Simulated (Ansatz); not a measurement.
```yaml
crystal:
  periodic: [false, false, false]
  atoms:
    - {symbol: C, position_ang: [-1.375927, -1.471450, 1.251160]}
    - {symbol: O, position_ang: [-1.146796, -0.756151, -0.118279]}
    - {symbol: Ge, position_ang: [0.136262, 0.289371, -0.376506]}
    - {symbol: O, position_ang: [0.235817, 0.772741, -2.183211]}
    - {symbol: O, position_ang: [0.095464, 1.687184, 0.423027]}
    - {symbol: C, position_ang: [-1.159185, 2.479451, 0.701610]}
    - {symbol: O, position_ang: [1.670347, -0.473618, 0.052251]}
    - {symbol: C, position_ang: [2.262939, -1.516727, -0.518518]}
    - {symbol: H, position_ang: [-2.101055, -2.047754, 1.014840]}
    - {symbol: H, position_ang: [-0.731079, -1.794609, 1.476621]}
    - {symbol: H, position_ang: [-1.459514, -0.559990, 1.757309]}
    - {symbol: H, position_ang: [0.749624, 1.331667, -2.435857]}
    - {symbol: H, position_ang: [-0.830611, 3.099812, 1.279833]}
    - {symbol: H, position_ang: [-1.987033, 1.909793, 0.736818]}
    - {symbol: H, position_ang: [-1.159186, 2.964475, -0.526782]}
    - {symbol: H, position_ang: [2.282961, -1.469292, -1.721597]}
    - {symbol: H, position_ang: [3.135820, -1.989177, -0.106475]}
    - {symbol: H, position_ang: [1.535297, -2.509979, -0.341283]}
basis:
  gaussian: {orbitals: aug-cc-pVTZ, final_grid: {core_spheres: 5, valence_spheres: 4, degree: 11}}
magnetization: {spin_polarized: true, initial_magnetization: 2}
hamiltonian: {xc: {name: LC-wPBE}}
relax: {f_tol: 0.001, max_steps: 2}
```

```sh
$ ansatz run in.yaml --threads 5 --pin off --events-out ev --progress --plain --max-ram 66560MiB --backend cuda --devices 0, --max-vram 37GiB
```

Output, abridged:

```
Functional definition: LC-wPBE
  name "LC-wPBE"
  cite "Vydrov & Scuseria, J. Chem. Phys. 125, 234109 (2006) doi:10.1063/1.2409292"
  cite "Heyd & Scuseria, J. Chem. Phys. 120, 7274 (2004) doi:10.1063/1.1668634"
  cite "Ernzerhof & Perdew, J. Chem. Phys. 109, 3313 (1998) doi:10.1063/1.476928"
  cite "Perdew, Burke & Ernzerhof, Phys. Rev. Lett. 77, 3865 (1996) doi:10.1103/PhysRevLett.77.3865"
  parent pbe
  parameter omega = 0.4/bohr
  exchange = pbe_x_sr(omega) + exact_x_lr(omega)
  correlation = pbe_c
2542 factors; their error is unknown
1310 factors; integrals over basis functions are off by at most 1.5e-6 eV
mean field evaluation 1: about -67940.0792 eV, gradient 7.0e1 eV
mean field evaluation 2: about -67921.4408 eV, gradient 9.5e1 eV
mean field evaluation 4: about -67957.0059 eV, gradient 8.0e0 eV
mean field evaluation 8: about -67957.9015 eV, gradient 9.7e-1 eV
mean field evaluation 16: about -67958.0414 eV, gradient 2.5e-1 eV
mean field evaluation 32: about -67958.0286 eV, gradient 1.5e-5 eV
mean field -67958.02860614 eV, -2497.4114876696 hartree, gradient 1.5e-5 eV, S^2 2.006180; 6 other end points of the search recorded, 0 dependent functions left out
the calculation of the forces begins
reference -67958.02860616 eV, -2497.4114876703 hartree; 47, 45 occupied and 564, 566 virtual orbitals, 2542 factors
relax step   1: F+E_penalty+E_count = -67958.02860614 eV  Δ(F+E_penalty+E_count) = +0.000e0 eV  max|allowed force component| = 2.766e1 eV/Å  Δτ_max = 0.0000 Å  (182 SCF iters, accepted)
these checks for a lower state are left out or cut short: starts, cluster_reference, orbital_swaps, neighbouring_geometries, increment
2542 factors; their error is unknown
1310 factors; integrals over basis functions are off by at most 1.4e-6 eV
mean field -67965.81188074 eV, -2497.6975177353 hartree, gradient 3.0e-5 eV, S^2 2.005771; 0 other end points of the search recorded, 0 dependent functions left out
the calculation of the forces begins
reference -67965.81188076 eV, -2497.6975177359 hartree; 47, 45 occupied and 564, 566 virtual orbitals, 2542 factors
relax step   2: F+E_penalty+E_count = -67965.81188074 eV  Δ(F+E_penalty+E_count) = -7.783e0 eV  max|allowed force component| = 5.270e0 eV/Å  Δτ_max = 0.1961 Å  (109 SCF iters, accepted)
Error: geometry relaxation did not converge after 2 steps: max|allowed force component| = 5.27e0 eV/Å (threshold 1.0e-3). Raise `relax.max_steps` over both its present limit and 2, loosen `relax.f_tol`, or start from a geometry closer to equilibrium. Where this run's directory can be resumed (`checkpoint.write`), a resume goes on for up to `relax.max_steps` more
```

In this input the relaxation is allowed too few steps for its threshold. No converged result was reached.
